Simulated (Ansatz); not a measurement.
CH7BSi2, SMILES `CB1[SiH2][SiH2]1`. Charge 0, multiplicity 1. Geometry: relaxed with PBE0-D4/def2-TZVP.

```xyz
11

C     0.155    1.409   -1.144
B    -0.071    0.503    0.113
Si    1.123   -0.687    1.004
Si   -1.328   -0.900    0.411
H     1.173    1.378   -1.540
H    -0.015    2.442   -0.813
H    -0.552    1.228   -1.957
H     0.884   -1.256    2.351
H     2.447   -1.120    0.477
H    -2.177   -1.521   -0.643
H    -1.638   -1.475    1.741
```

**Question.** What is the dipole moment at B3LYP/def2-TZVPP? (Estimate.)

**Answer.** Computed: 0.20 D, with components (0.04, 0.08, -0.18) D in this frame, pointing from negative to positive charge.

**Question.** And with PBE, r2SCAN, ωB97M-V? (Estimate.)

**Answer.** Ansatz gave: PBE 0.27 D, r2SCAN 0.29 D, ωB97M-V 0.16 D.

**Question.** Give the Mulliken charges with B3LYP, PBE, ωB97M-V in def2-TZVPP. (Best estimate.)

**Answer.** The calculation gave: 
```tsv
atom	B3LYP	PBE	ωB97M-V
C1	-0.31	-0.32	-0.33
B2	0.22	0.21	0.13
Si3	0.00	-0.03	-0.05
Si4	0.00	-0.03	-0.05
H5	0.09	0.10	0.10
H6	0.10	0.11	0.11
H7	0.09	0.10	0.10
H8	-0.04	-0.03	0.00
H9	-0.06	-0.05	-0.02
H10	-0.06	-0.05	-0.02
H11	-0.04	-0.03	0.00
```

B3LYP here is the variant with VWN-RPA as its local correlation; programs differ in this.
